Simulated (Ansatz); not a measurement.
A run on AlH₆NSSi, SMILES `[NH2][AlH][SiH2]S` with other settings.

```yaml
crystal:
  periodic: [false, false, false]
  atoms:
    - {symbol: N, position_ang: [-0.856455, 1.950559, 0.929552]}
    - {symbol: Al, position_ang: [0.235582, 0.963362, -0.090194]}
    - {symbol: Si, position_ang: [0.354072, -1.409279, 0.172436]}
    - {symbol: S, position_ang: [0.093708, -2.309040, -1.724681]}
    - {symbol: H, position_ang: [-1.489542, 1.558689, 1.698561]}
    - {symbol: H, position_ang: [-1.066685, 2.914585, 0.815935]}
    - {symbol: H, position_ang: [1.038944, 1.717029, -1.244025]}
    - {symbol: H, position_ang: [1.584004, -1.932170, 0.891183]}
    - {symbol: H, position_ang: [-0.721692, -1.952489, 0.962888]}
    - {symbol: H, position_ang: [0.927545, -1.515879, -2.354759]}
basis:
  gaussian: {orbitals: STO-3G}
hamiltonian: {xc: {name: CAM-B3LYP}}
accuracy: high
```

```sh
$ ansatz run in.yaml --threads 2 --pin off --events-out ev --progress --plain --max-ram 4352MiB
```

It prints (some lines left out):

```
Functional definition: CAM-B3LYP
745 factors; integrals over basis functions are off by at most 1.1e-8 eV
292 factors; integrals over basis functions are off by at most 1.2e-9 eV
mean field evaluation 1: about -26582.5337 eV, gradient 2.8e1 eV
mean field evaluation 2: about -26583.3054 eV, gradient 2.7e1 eV
mean field evaluation 4: about -26585.4698 eV, gradient 6.0e-1 eV
mean field evaluation 8: about -26585.3973 eV, gradient 7.1e-3 eV
mean field evaluation 16: about -26585.3973 eV, gradient 9.2e-8 eV
mean field -26585.39734110 eV, -976.9953320557 hartree, gradient 8.9e-8 eV, S^2 0.000000; 0 other end points of the search recorded, 0 dependent functions left out
reference -26585.39735990 eV, -976.9953327468 hartree; 28, 28 occupied and 10, 10 virtual orbitals, 745 factors
Total energy: -26585.39735990 eV, -976.9953327468 hartree
```

It took 1.4 s on 2 threads of an Intel Xeon 6975P-C on a shared host, with 0.18 GiB of host memory at the peak.
